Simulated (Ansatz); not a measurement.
Name a neutral molecule of B, Cl, P, S, Se and H with HOMO energy (PBE0/def2-TZVPP) between -7.35 and -7.05 eV and LUMO energy (PBE/def2-TZVPP) between -3.40 and -3.10 eV (Ansatz, PBE0-D4/def2-TZVP geometry).

`SP([SeH])BCl` (-7.08 eV, -3.20 eV). Other molecules can fit too; these were computed, each in one conformer that needn't be the lowest.
